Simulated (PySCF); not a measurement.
# Computed structure and properties of [PbOF]−

System: [PbOF]− (singlet); start: template (Cs). Method: PySCF 2.14.0, RKS PBE0, Pb def2-SVP with ECP60, O def2-SVP, F def2-SVP; non-relativistic Hamiltonian with scalar-relativistic core potentials where named; density fitting; no spin-orbit coupling.

Input of the relaxation:

```python
mol = gto.M(atom='''
Pb     0.03988     0.00000    -0.11455
O      1.68118     0.00000     0.61995
F     -1.85192     0.00000     0.73205''',
    basis={'Pb': 'def2-SVP', 'O': 'def2-SVP', 'F': 'def2-SVP'},
    ecp={'Pb': 'def2-SVP'},
    charge=-1, spin=0)
mf = dft.RKS(mol, xc='PBE0')
mf.grids.atom_grid = (50, 194)
mf = mf.density_fit()  # fitting sets: Pb def2-universal-JKFIT, O def2-universal-JKFIT, F def2-universal-JKFIT
mf.conv_tol = 1e-08; mf.max_cycle = 55
mf.kernel(dm0)  # dm0: converged density of the start geometry
# quasi-Newton relaxation in Cartesian coordinates to a largest gradient under 0.00045 Eh/bohr, steps kept in the point group
```

Run from Python with OMP_NUM_THREADS=2; the lines above give its settings. Where DIIS fails, smearing, a level shift and second-order steps follow.
It took 4.6 s on 2 threads of Arm Neoverse V2, on a shared host, from the converged density of the start.

Course of the relaxation:

```csv
step,energy above end (eV),largest force component within the symmetry (eV/Å)
0,1.2401,7.055
1,0.2183,1.390
2,0.1082,1.070
3,0.0122,0.363
4,0.0017,0.207
5,0.0001,0.063
6,0.0000,0.008
```

Relaxed geometry (Cs):

```xyz
3

Pb    0.0114    0.0000   -0.4528
O     1.5326    0.0000    0.8074
F    -1.6749    0.0000    0.8828
```

```csv
contact,Å
Pb1–O2 (O),1.975
Pb1–F3 (F),2.151
```

On the finer grid (75, 302):

```json
{
  "HOMO": "-0.53 eV",
  "LUMO": "3.74 eV",
  "Dipole about the centre of mass": "5.21 D",
  "Set of Mulliken populations of Pb1 outside the core potential": "s 3.91, p 7.63, d 10.16",
  "D3(BJ) dispersion energy (not in the energies)": "-0.032 eV"
}
```

| atom | Mulliken (e) | Löwdin (e) | spin (e) |
| --- | --- | --- | --- |
| Pb1 | 0.30 | 0.10 | 0.00 |
| O2 | -0.72 | -0.61 | 0.00 |
| F3 | -0.58 | -0.49 | 0.00 |

On the grid (50, 194), as all that follows. Harmonic modes: a minimum; lowest 186 cm⁻¹ (negative: unstable), highest 701 cm⁻¹, zero-point energy 0.083 eV.

Rigid scan of O along the line from its metal:

```json
{"distance to O2 (Å)": "1.68", "energy (eV)": "2.000"}
{"distance to O2 (Å)": "1.78", "energy (eV)": "0.745"}
{"distance to O2 (Å)": "1.88", "energy (eV)": "0.157"}
{"distance to O2 (Å)": "1.98", "energy (eV)": "0.000"}
{"distance to O2 (Å)": "2.08", "energy (eV)": "0.115"}
{"distance to O2 (Å)": "2.18", "energy (eV)": "0.394"}
{"distance to O2 (Å)": "2.28", "energy (eV)": "0.768"}
{"distance to O2 (Å)": "2.43", "energy (eV)": "1.404"}
```

Taking off one F (charge -1, singlet; the rest: singlet) in vacuum, both parts rigid, costs 3.79 eV; the small basis without counterpoise inflates it.

Rigid scan of F along the line from its metal:

distance to F3 (Å), energy (eV) and a bar:
```
     1.85      0.978 #############
     1.95      0.362 #####
     2.05      0.077 #
     2.15      0.000 
     2.25      0.053 #
     2.35      0.181 ##
     2.55      0.537 #######
     2.85      1.104 ##############
     3.25      1.732 #######################
     3.75      2.294 ##############################
```

One start shape was tried, so this needn't be the lowest isomer.
